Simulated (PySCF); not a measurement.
One of the candidates below gave these computed data.

All candidates are C8H7ClO.

* 1H NMR: chemical shifts (computed TMS as zero) by class: 8.31 (2 H), 7.68 (2 H), 2.62 (3 H) ppm [GIAO PBE0/pcSseg-1]
* 13C NMR: chemical shifts (computed TMS as zero) by class: 199.0 (1 C), 151.9 (1 C), 138.1 (1 C), 136.2 (2 C), 134.7 (2 C), 28.5 (1 C) ppm [GIAO PBE0/pcSseg-1]
* Rotational structure: rotational constants A, B, C: 3.711, 0.561, 0.489 GHz [GFN2-xTB]
* NMR, other nuclei: isotropic shieldings of nuclei other than C and H, by class: -313 (1 O), 697 (1 Cl) ppm [GIAO PBE0/pcSseg-1]
* Dipole: 2.41 D [PBE0/pcSseg-1]

Gas-phase values; electronic properties from PySCF, density fitting. Levels stand in brackets. Geometry: GFN2-xTB, one conformer, isolated molecule. NMR classes are plain means over equivalent atoms (diastereotopic ones count apart unless rotation or inversion swaps them), as if these changed places fast.

Problem. Which candidate is it?
A. `Cc1ccccc1C(=O)Cl` (o-toluoyl chloride)
B. `Cc1cccc(C(=O)Cl)c1` (3-methylbenzoyl chloride)
C. `CC(=O)c1ccc(Cl)cc1` (4'-chloroacetophenone)
D. `Cc1ccc(C(=O)Cl)cc1` (4-methylbenzoyl chloride)

Solution. C. It is `CC(=O)c1ccc(Cl)cc1`. Numbering: `[CH3:1][C:2](=[O:3])[c:4]1[cH:5][cH:6][c:7]([Cl:8])[cH:9][cH:10]1`. Its formula, C8H7ClO, gives 5 degrees of unsaturation: 1 ring and 4 π bonds in the structure found (Kekulé form). 8 carbons fall into 6 classes; from least to most shielded: ketone carbonyl carbon [C2] (199.0 ppm), aromatic C–Cl carbon [C7] (151.9 ppm), substituted aromatic carbon [C4] (138.1 ppm), aromatic CH carbon [C5/C10] (136.2 ppm, 2 C), aromatic CH carbon [C6/C9] (134.7 ppm, 2 C), methyl carbon next to a carbonyl [C1] (28.5 ppm). Hydrogen classes from least to most shielded: 2 H on 2 aromatic CH carbons, C5/C10 (8.31 ppm, a mean of values up to 0.7 ppm apart in this geometry), 2 H on 2 aromatic CH carbons, C6/C9 (7.68 ppm), 3 H on a methyl carbon next to a carbonyl, C1 (2.62 ppm). The other shieldings belong to: -313 ppm, ketone oxygen [O3]; 697 ppm, aryl chlorine [Cl8]. By its constants the optimised geometry is an asymmetric top.

The others, at the same levels:
- `Cc1cccc(C(=O)Cl)c1` fails: it has 8 carbon classes against 6; its computed 13C shifts are 177.0 (1 C), 144.6 (1 C), 142.3 (1 C), 138.3 (1 C), 138.3 (1 C), 136.3 (1 C), 134.4 (1 C), 23.6 (1 C) ppm, 1H shifts are 8.54 (1 H), 8.35 (1 H), 7.77 (1 H), 7.73 (1 H), 2.58 (3 H) ppm and rotational constant A is 2.505 GHz (against 3.711 GHz).
- `Cc1ccccc1C(=O)Cl` fails: it has 8 carbon classes against 6; its computed 13C shifts are 176.6 (1 C), 152.4 (1 C), 143.7 (1 C), 141.3 (1 C), 136.7 (1 C), 133.6 (1 C), 131.6 (1 C), 27.2 (1 C) ppm, 1H shifts are 8.89 (1 H), 7.82 (1 H), 7.66 (1 H), 7.60 (1 H), 2.82 (3 H) ppm and rotational constant A is 1.926 GHz (against 3.711 GHz).
- `Cc1ccc(C(=O)Cl)cc1` fails: its computed 13C shifts are 176.2 (1 C), 153.7 (1 C), 140.0 (2 C), 134.5 (2 C), 133.5 (1 C), 24.5 (1 C) ppm, rotational constant A is 3.046 GHz (against 3.711 GHz) and smallest rotational constant is 0.527 GHz (against 0.489 GHz).

Each candidate is one conformer, not necessarily the lowest. Dipoles, sizes and rotational constants follow the conformer. The torsions of the flexible species, by atom-mapped SMILES:
- `[CH3:1][C:2](=[O:3])[c:4]1[cH:5][cH:6][c:7]([Cl:8])[cH:9][cH:10]1`: C1–C2–C4–C5 -179°
- `[CH3:1][c:2]1[cH:3][cH:4][cH:5][c:6]([C:7](=[O:8])[Cl:9])[cH:10]1`: C5–C6–C7–O8 180°
- `[CH3:1][c:2]1[cH:3][cH:4][cH:5][cH:6][c:7]1[C:8](=[O:9])[Cl:10]`: C6–C7–C8–O9 -167°
- `[CH3:1][c:2]1[cH:3][cH:4][c:5]([C:6](=[O:7])[Cl:8])[cH:9][cH:10]1`: C4–C5–C6–O7 0°
